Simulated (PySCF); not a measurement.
**Li+ (lithium, charge +1): UHF calculation**

Configuration: 1s2, closed-shell 1S. Computed with PySCF 2.14 in def2-SVP (3s2p, 9 functions), with no relativity, point nucleus.

```
Total energy                                     : -7.232898 hartree
One-electron energy                              : -8.8801 hartree
Hartree (Coulomb) energy                         : 3.2944 hartree
Exchange energy                                  : -1.6472 hartree
Kinetic energy                                   : 7.18527 hartree
⟨S²⟩                                             : 0.0000
⟨L²⟩                                             : 0.000
Sum of ⟨r⟩                                       : 1.147 bohr
Sum of ⟨r²⟩                                      : 0.8923 bohr²
Density at the nucleus (Gaussians lack the cusp) : 12.1 bohr⁻³
Langevin diamagnetic susceptibility              : -0.707 ×10⁻⁶ cm³/mol
Time after the integrals                         : 0.04 s of wall time on 1 thread of Neoverse-N1 (shared host)
```

```csv
shell,electrons,mean orbital energy (eV),"rms radius, mean of both spins (bohr)"
1s,2,-75.998,0.668
```
